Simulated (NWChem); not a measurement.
System: InHBrCl; SMILES [Cl][InH][Br]

NWChem input:

```
start job
memory heap 200 mb stack 900 mb global 1100 mb
geometry units angstroms noautoz
  In    -0.582091    -0.478229     0.000000
  H     -2.248947    -0.832985     0.000000
  Cl     1.063302    -2.143790     0.000000
  Br     0.361468     1.809236     0.000000
end
basis spherical
  * library def2-svp
end
ecp
  In library def2-ecp
end
dft
  xc xwpbe 1.00 cpbe96 1.0 hfexch 1.00
  cam 0.3 cam_alpha 0.0 cam_beta 1.0
  iterations 150
  vectors input atomic output neutral.movecs
end
task dft energy
charge 1
dft
  odft
  mult 2
  vectors input atomic output cation.movecs
end
task dft energy
```

Parts of the log:

```
             Northwest Computational Chemistry Package (NWChem) 7.3.0
             --------------------------------------------------------

 CS  symmetry detected

                             Geometry "geometry" -> ""
                             -------------------------

 Output coordinates in angstroms (scale by  1.889725989 to convert to a.u.)

  No.       Tag          Charge          X              Y              Z
 ---- ---------------- ---------- -------------- -------------- --------------
    1 In                  49.0000    -0.57216759    -0.51459803     0.00000000
    2 H                    1.0000    -2.23212104    -0.90036389     0.00000000
    3 Cl                  17.0000     1.10398688    -2.14919821     0.00000000
    4 Br                  35.0000     0.32858732     1.79005820     0.00000000

 Effective nuclear repulsion energy (a.u.)     656.1964396913

      Symmetry information
      --------------------

 Group name             Cs
 Group number              2
 Group order               2
 No. of unique centers     4

 Summary of "ao basis" -> "ao basis" (spherical)
 ------------------------------------------------------------------------------
       Tag                 Description            Shells   Functions and Types
 ---------------- ------------------------------  ------  ---------------------
 In                         def2-svp                10       26   4s4p2d
 H                          def2-svp                 3        5   2s1p
 Cl                         def2-svp                 8       18   4s3p1d
 Br                         def2-svp                12       32   5s4p3d

      Symmetry analysis of basis
      --------------------------

        a'         57
        a"         24

            General Information
            -------------------
          SCF calculation type: DFT
          Wavefunction type:  closed shell.
          No. of atoms     :     4
          No. of electrons :    74
           Alpha electrons :    37
            Beta electrons :    37
          Charge           :     0
          Spin multiplicity:     1
          Use of symmetry is: on ; symmetry adaption is: on
          Maximum number of iterations: 150
          AO basis - number of functions:    81
                     number of shells:    33
          Convergence on energy requested:  1.00D-06
          Convergence on density requested:  1.00D-05
          Convergence on gradient requested:  5.00D-04

              XC Information
              --------------
                     Hartree-Fock (Exact) Exchange  1.000
                     LC-wPBE(h)Exchange Functional  1.000
            Perdew 1991 LDA Correlation Functional  1.000 local
           PerdewBurkeErnz. Correlation Functional  1.000 non-local

           Range-Separation Parameters
           ---------------------------
           Alpha           :  0.00
           Beta            :  1.00
           Gamma           :  0.30
           Short-Range HF  :     F

             Grid Information
             ----------------
          Grid used for XC integration:  medium
          Radial quadrature: Mura-Knowles
          Angular quadrature: Lebedev.
          Tag              B.-S. Rad. Rad. Pts. Rad. Cut. Ang. Pts.
          ---              ---------- --------- --------- ---------
          In                  1.55      123           8.0       590
          H                   0.35       45          10.0       434
          Cl                  1.00       88          11.0       590
          Br                  1.15      112          10.0       590
          Grid pruning is: on
          Number of quadrature shells:   368
          Spatial weights used:  Erf1

      Superposition of Atomic Density Guess
      -------------------------------------

 Sum of atomic energies:       -3249.95890863

      Non-variational initial energy
      ------------------------------

 Total energy =   -3221.359161
 1-e energy   =   -5211.586321
 2-e energy   =    1659.893826
 HOMO         =      -0.374452
 LUMO         =      -0.022586

      Symmetry analysis of molecular orbitals - initial
      -------------------------------------------------

  Numbering of irreducible representations:

     1 a'          2 a"

  Orbital symmetries:

     1 a'          2 a'          3 a'          4 a'          5 a'
     6 a"          7 a'          8 a'          9 a'         10 a'
    11 a"         12 a'         13 a'         14 a"         15 a'
    16 a'         17 a'         18 a"         19 a'         20 a'
    21 a"         22 a'         23 a"         24 a'         25 a'
    26 a'         27 a"         28 a"         29 a'         30 a'
    31 a'         32 a'         33 a'         34 a"         35 a"
    36 a'         37 a'         38 a'         39 a"         40 a'
    41 a'         42 a'         43 a"         44 a'         45 a'
    46 a"         47 a"

   convergence    iter        energy       DeltaE   RMS-Dens  Diis-err
 ---------------- ----- ----------------- --------- --------- ---------
 d= 0,ls=0.0,diis     1  -3224.1704067908 -3.55D+03  1.32D-02  5.21D-01
 d= 0,ls=0.0,diis     2  -3224.2141684408 -4.38D-02  4.80D-03  2.16D-01
 d= 0,ls=0.0,diis     3  -3224.2348828794 -2.07D-02  8.72D-04  6.61D-03
 d= 0,ls=0.0,diis     4  -3224.2354774065 -5.95D-04  1.78D-04  1.56D-04
 d= 0,ls=0.0,diis     5  -3224.2355016502 -2.42D-05  6.52D-05  2.21D-05
  Resetting Diis
 d= 0,ls=0.0,diis     6  -3224.2355054298 -3.78D-06  2.24D-05  1.60D-06
 d= 0,ls=0.0,diis     7  -3224.2355057769 -3.47D-07  5.92D-06  7.38D-08

         Total DFT energy =    -3224.235505776898
      One electron energy =    -5212.090698445475
           Coulomb energy =     1793.737129524752
    Exchange-Corr. energy =     -136.215270225111
 Nuclear repulsion energy =      330.333333368936

 Numeric. integr. density =       74.000009391280

                  Occupations of the irreducible representations
                  ----------------------------------------------

                     irrep           alpha         beta
                     --------     --------     --------
                     a'               27.0         27.0
                     a"               10.0         10.0

                       DFT Final Molecular Orbital Analysis
                       ------------------------------------

 Vector   35  Occ=2.000000D+00  E=-3.974267D-01  Symmetry=a'
              MO Center=  6.0D-01, -1.3D+00, -1.3D-15, r^2= 4.3D+00
   Bfn.  Coefficient  Atom+Function         Bfn.  Coefficient  Atom+Function
  ----- ------------  ---------------      ----- ------------  ---------------
    42      0.394692  3 Cl px                43      0.383661  3 Cl py
    39      0.290246  3 Cl px                40      0.286915  3 Cl py
    65      0.211930  4 Br py                62      0.204130  4 Br py
    36      0.169459  3 Cl px                37      0.167064  3 Cl py
    28      0.155501  2 H  s                 27      0.151084  2 H  s

 Vector   36  Occ=2.000000D+00  E=-3.935930D-01  Symmetry=a"
              MO Center=  4.0D-01,  1.2D+00,  1.8D-14, r^2= 3.3D+00
   Bfn.  Coefficient  Atom+Function         Bfn.  Coefficient  Atom+Function
  ----- ------------  ---------------      ----- ------------  ---------------
    66      0.555068  4 Br pz                63      0.493400  4 Br pz
    60     -0.329005  4 Br pz                44     -0.243839  3 Cl pz
    41     -0.174872  3 Cl pz                57      0.107037  4 Br pz
    38     -0.102637  3 Cl pz                18     -0.086740  1 In d -1
    13      0.055476  1 In pz                23      0.044797  1 In d -1

 Vector   37  Occ=2.000000D+00  E=-3.857513D-01  Symmetry=a'
              MO Center=  2.7D-01,  1.4D+00, -1.7D-15, r^2= 3.0D+00
   Bfn.  Coefficient  Atom+Function         Bfn.  Coefficient  Atom+Function
  ----- ------------  ---------------      ----- ------------  ---------------
    64      0.527494  4 Br px                61      0.474410  4 Br px
    58     -0.314796  4 Br px                65     -0.206648  4 Br py
    62     -0.188748  4 Br py                43     -0.163718  3 Cl py
    59      0.124895  4 Br py                40     -0.123561  3 Cl py
    55      0.102374  4 Br px                17     -0.098677  1 In d -2

 Vector   38  Occ=0.000000D+00  E=-3.654533D-03  Symmetry=a"
              MO Center= -5.6D-01, -4.9D-01,  6.8D-14, r^2= 4.7D+00
   Bfn.  Coefficient  Atom+Function         Bfn.  Coefficient  Atom+Function
  ----- ------------  ---------------      ----- ------------  ---------------
    16      0.599118  1 In pz                13      0.555951  1 In pz
    66     -0.236920  4 Br pz                44     -0.231787  3 Cl pz
    10     -0.151313  1 In pz                 7     -0.139610  1 In pz
    63     -0.135931  4 Br pz                41     -0.123033  3 Cl pz
    60      0.091422  4 Br pz                38     -0.071942  3 Cl pz

 Vector   39  Occ=0.000000D+00  E= 2.916724D-03  Symmetry=a'
              MO Center= -3.7D-01, -3.2D-01, -1.2D-14, r^2= 4.7D+00
   Bfn.  Coefficient  Atom+Function         Bfn.  Coefficient  Atom+Function
  ----- ------------  ---------------      ----- ------------  ---------------
     4      0.739874  1 In s                  3      0.693299  1 In s
    28     -0.490892  2 H  s                 65      0.420949  4 Br py
     1     -0.369400  1 In s                 43     -0.294597  3 Cl py
    27     -0.240011  2 H  s                 62      0.231590  4 Br py
    35     -0.226775  3 Cl s                 42      0.226010  3 Cl px

[...]
```

Level: LC-wPBE (HJS exchange hole, range parameter 0.3 per bohr)/def2-SVP with def2 effective core potentials on In, vertical spin-unrestricted ions. Coordinates come from a PBE0/def2-SVP optimisation. def2 effective core potentials on In; no spin-orbit coupling.
